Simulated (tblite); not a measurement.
Parent: `[CH3:1][CH:2]([CH3:3])[CH2:4]/[P:5]=[P:6]\[C:7]([F:8])([F:9])[F:10]` with C1–C2–C4–P5 -172°, C2–C4–P5–P6 -173°, C5H9F3P2.

Structures optimised with GFN2-xTB, isolated species. One conformer each, not checked by frequencies here.

| coordinate of the parent | value |
| --- | --- |
| C1–C2 | 1.527 Å |
| C2–C3 | 1.524 Å |
| C2–C4 | 1.531 Å |
| C4–P5 | 1.869 Å |
| P5=P6 | 2.033 Å |
| P6–C7 | 1.905 Å |
| C7–F8 | 1.346 Å |
| C7–F9 | 1.346 Å |
| C7–F10 | 1.336 Å |
| C1–C2–C3 | 110.6° |
| C1–C2–C4 | 109.5° |
| C3–C2–C4 | 110.4° |
| C2–C4–P5 | 110.8° |
| C4–P5–P6 | 109.1° |
| P5–P6–C7 | 106.3° |
| P6–C7–F8 | 113.7° |
| P6–C7–F9 | 113.4° |
| P6–C7–F10 | 110.0° |
| F8–C7–F9 | 106.6° |
| F8–C7–F10 | 106.4° |
| F9–C7–F10 | 106.4° |

Q: How does the shared frame change in `[OH:1][CH2:2]/[P:3]=[P:4]\[C:5]([F:6])([F:7])[F:8]` with H–O1–C2–P3 -85°, O1–C2–P3–P4 91°, C2H3F3OP2? Atoms pair as C4 = C2, P5 = P3, P6 = P4, C7 = C5, F8 = F7, F9 = F6, F10 = F8 (parent first).

A: 
```tsv
parent	relative	value in the relative	change
C4–P5	C2–P3	1.909 Å	+0.040
P5=P6	P3=P4	2.032 Å	-0.001
P6–C7	P4–C5	1.913 Å	+0.008
C7–F8	C5–F7	1.351 Å	+0.005
C7–F9	C5–F6	1.345 Å	-0.001
C7–F10	C5–F8	1.333 Å	-0.003
C4–P5–P6	C2–P3–P4	110.2°	+1.1
P5–P6–C7	P3–P4–C5	106.6°	+0.3
P6–C7–F8	P4–C5–F7	113.4°	-0.3
P6–C7–F9	P4–C5–F6	113.0°	-0.4
P6–C7–F10	P4–C5–F8	110.5°	+0.5
F8–C7–F9	F7–C5–F6	106.3°	-0.3
F8–C7–F10	F7–C5–F8	106.3°	-0.1
F9–C7–F10	F6–C5–F8	106.9°	+0.5
```

Of the parent's bonds, C4–P5 changes most (+0.040 Å). Bonds of the relative outside the shared frame: O1–C2 1.398 Å. Point group C1 → C1.

The numbers are calculated, not measured.
